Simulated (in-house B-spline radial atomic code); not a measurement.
# How G0W0 and RPA depend on the start: Sn-

Configuration [Kr] 4d10 5s2 5p3, highest spin. Computed with a B-spline radial code for spherical atoms: all electrons, scalar-relativistic (spin-free one-electron X2C), finite nucleus, each spin shell either full or empty, empty states to l = 9 with an (l + 1/2)⁻⁴ tail; G0W0 by contour deformation at full frequency.

The anion's configuration is assumed.

Spin-orbit coupling, left out, splits p levels strongly here.

| start | mean-field 5p up (eV) | G0W0 (eV) | QP weight | RPA correlation (Eh) |
| --- | --- | --- | --- | --- |
| Hartree-Fock | -1.590 | -1.843 | 0.911 | -3.5782 |
| LC-wPBE | -1.747 | ? | ? | ? |
| wB97X | -1.309 | -1.680 | 0.893 | -3.7664 |
| BHandHLYP | -0.216 | -1.373 | 0.687 | -3.7376 |
| CAM-B3LYP | -0.579 | ? | ? | ? |

(1) What G0W0 level, weight and RPA correlation energy follow from the CAM-B3LYP start?

(2) What G0W0 level, weight and RPA correlation energy follow from the LC-wPBE start?

(3) How much of the dependence on the start does G0W0 remove?

## Answers

(1) G0W0 level -1.511 eV, weight 0.822, RPA correlation -3.7943 hartree.

(2) G0W0 level -1.684 eV, weight 0.915, RPA correlation -3.7822 hartree.

(3) The mean-field levels span 1.53 eV and the G0W0 levels 0.47 eV. Against 1.112 eV (electron affinity of the neutral atom) the G0W0 removal energies are off by +0.26 to +0.73 eV, with spin-orbit coupling, Breit and QED terms left out.
